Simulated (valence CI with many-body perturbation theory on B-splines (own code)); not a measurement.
The numbers below are computed, except where a source is named.
## Level structure of Pr19+

Method: configuration interaction combined with many-body perturbation theory (CI+MBPT): four valence electrons over a frozen Dirac-Fock core [Kr], radial functions for each j: 7 s, 7 p, 8 d, 6 f, 4 g, 1 h, with the one-electron correlation potential Σ1, the two-electron term Σ2, the three-electron term Σ3, Breit, model QED; selected CI, second order for the rest, scaled by the run's own slope (own B-spline code, finite nucleus).

No measured spectrum was set against this ion. As an estimate, terms of the open shell hold to 2 to 4 % of their energy, and close levels can change places. The list stops below the first excitations out of the core.

Levels 1 to 34 of 34, with energies above the lowest level, (4d3/2^4) J=0. "Leading %" is the weight of the configuration and term that name the level; weights of strongly mixed levels are sums over their largest components and can fall short. In the jj column 3d3/2^4 stands for four electrons in 3d with j = 3/2.

```tsv
No.	Configuration	Term	J	E (cm⁻¹)	Leading %	Leading jj	g	Second component
1	4d⁴	⁵D	0	0.0	52	4d3/2^4 (86 %)		42 % 4d⁴ ³P
2	4d⁴	⁵D	1	19912	78	4d3/2^3 4d5/2 (89 %)	1.498	21 % 4d⁴ ³P
3	4d⁴	⁵D	2	33869	84	4d3/2^2 4d5/2^2 (48 %)	1.442	5 % 4d⁴ ³P
4	4d⁴	⁵D	3	42675	73	4d3/2^3 4d5/2 (45 %)	1.393	14 % 4d⁴ ³F
5	4d⁴	⁵D	4	44814	38	4d3/2^3 4d5/2 (76 %)	1.248	30 % 4d⁴ ³F
6	4d⁴	⁵D	0	63558	46	4d3/2^2 4d5/2^2 (82 %)		36 % 4d⁴ ³P
7	4d⁴	³H	4	66455	48	4d3/2^2 4d5/2^2 (71 %)	1.084	35 % 4d⁴ ⁵D
8	4d⁴	³G	3	74886	61	4d3/2^2 4d5/2^2 (55 %)	0.940	16 % 4d⁴ ⁵D
9	4d⁴	³F	2	77052	52	4d3/2^2 4d5/2^2 (58 %)	0.914	21 % 4d⁴ ¹D
10	4d⁴	³H	5	80771	73	4d3/2^2 4d5/2^2 (99 %)	1.077	27 % 4d⁴ ³G
11	4d⁴	³P	1	83851	65	4d3/2^2 4d5/2^2 (77 %)	1.296	20 % 4d⁴ ³D
12	4d⁴	³H	6	87024	64	4d3/2^2 4d5/2^2 (94 %)	1.106	35 % 4d⁴ ¹I
13	4d⁴	³G	4	94319	65	4d3/2^2 4d5/2^2 (88 %)	1.027	26 % 4d⁴ ¹G
14	4d⁴	³D	2	96724	44	4d3/2^2 4d5/2^2 (86 %)	1.174	34 % 4d⁴ ³P
15	4d⁴	³D	3	98580	43	4d3/2^2 4d5/2^2 (76 %)	1.175	40 % 4d⁴ ³F
16	4d⁴	³F	4	105010	44	4d3/2 4d5/2^3 (61 %)	1.173	21 % 4d⁴ ⁵D
17	4d⁴	³F	3	114030	46	4d3/2 4d5/2^3 (83 %)	1.092	24 % 4d⁴ ³G
18	4d⁴	¹D	2	117730	35	4d3/2^2 4d5/2^2 (52 %)	1.096	34 % 4d⁴ ³P
19	4d⁴	³G	5	121290	73	4d3/2 4d5/2^3 (99 %)	1.153	27 % 4d⁴ ³H
20	4d⁴	³D	1	123950	77	4d3/2 4d5/2^3 (83 %)	0.729	17 % 4d⁴ ³P
21	4d⁴	¹I	6	125490	64	4d3/2 4d5/2^3 (94 %)	1.057	35 % 4d⁴ ³H
22	4d⁴	³F	4	133810	50	4d3/2^2 4d5/2^2 (70 %)	1.113	38 % 4d⁴ ¹G
23	4d⁴	³P	2	137510	58	4d3/2^2 4d5/2^2 (54 %)	1.291	23 % 4d⁴ ³D
24	4d⁴	¹S	0	139990	65	4d3/2 4d5/2^3 (83 %)		34 % 4d⁴ ³P
25	4d⁴	¹F	3	144850	52	4d3/2 4d5/2^3 (87 %)	1.074	27 % 4d⁴ ³D
26	4d⁴	³F	2	149320	45	4d3/2^2 4d5/2^2 (54 %)	1.065	42 % 4d⁴ ³P
27	4d⁴	¹G	4	168040	43	4d5/2^4 (69 %)	1.112	42 % 4d⁴ ³F
28	4d⁴	³F	3	169400	73	4d3/2 4d5/2^3 (98 %)	1.066	24 % 4d⁴ ¹F
29	4d⁴	³P	1	170750	96	4d3/2 4d5/2^3 (94 %)	1.473	
30	4d⁴	¹D	2	172050	43	4d5/2^4 (49 %)	1.007	30 % 4d⁴ ³F
31	4d⁴	³P	0	177530	72	4d3/2^2 4d5/2^2 (56 %)		26 % 4d⁴ ¹S
32	4d⁴	¹G	4	178840	60	4d3/2 4d5/2^3 (80 %)	1.082	31 % 4d⁴ ³F
33	4d⁴	¹D	2	210930	83	4d3/2 4d5/2^3 (42 %)	1.000	7 % 4d⁴ ³D
34	4d⁴	¹S	0	261580	84	4d5/2^4 (52 %)		14 % 4d⁴ ³P
```

The ionisation energy to 4d³ ⁴F3/2 of the next ion comes out as 555.47 eV (NIST: 554 ± 4 eV (theoretical)). All 34 levels together are meant to be complete up to 636400 cm⁻¹.
